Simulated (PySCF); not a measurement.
Species: C5H11Ga.
Geometry (PBE0-D3(BJ)/def2-SVP, Å), atoms numbered from 1 in this order:
```xyz
17
C5H11Ga angstrom
C      2.912    0.342    0.221
Ga     0.964    0.130    0.073
C     -0.194   -1.485   -0.044
C     -1.536   -0.874   -0.471
C     -1.759    0.489    0.204
C     -0.553    1.414   -0.009
H      3.423   -0.230   -0.570
H      3.230    1.393    0.158
H      3.257   -0.065    1.186
H     -0.274   -1.929    0.967
H      0.150   -2.291   -0.709
H     -1.535   -0.724   -1.567
H     -2.388   -1.544   -0.260
H     -2.700    0.941   -0.156
H     -1.901    0.321    1.288
H     -0.519    2.255    0.701
H     -0.577    1.863   -1.020
```

Computed with PBE0-D3(BJ)/def2-SVP geometry optimisation, gas phase (PySCF).

Question: Which atoms are bound to Ga2, and at what distances?

Answer: 3 atoms: C1 1.965 Å, C6 1.989 Å, C3 1.991 Å. The nearest atom not counted as bound is H9, at 2.56 Å (others tie with it).

Question: List the angles at Ga2.

Answer: 
```
    angle  degrees  distance of the outer atoms (Å)
C1–Ga2–C6    133.6                             3.63
C1–Ga2–C3    132.0                             3.61
C3–Ga2–C6     94.4                             2.92
```

Question: What is the shape at Ga2?

Answer: Planar: angles 133.6°, 132.0° and 94.4°, sum 360.0°, 0.00 Å off the plane of its three neighbours. The Ga–C distances aren't all alike: 1.965 to 1.991 Å.

Question: What are the other bond lengths?

Answer: C3–C4, C5–C6 1.535 Å; C4–C5 1.538 Å; C1–H7, C1–H8, C1–H9 1.101 Å; C3–H10 and 3 like bonds 1.104 Å; C4–H12 and 3 like bonds 1.105 Å.

Question: Give some angles away from the centre.

Answer: Ga2–C3–C4 101.7°, C3–C4–C5 111.0°.

Question: What are the rotational constants (commonest isotopes, rigid rotor)?

Answer: A = 5188, B = 1787, C = 1409 MHz: an asymmetric top.

Charge 0, singlet. PBE0-D3(BJ)/def2-SVP frequencies: not computed here.

One conformer stands for the species.
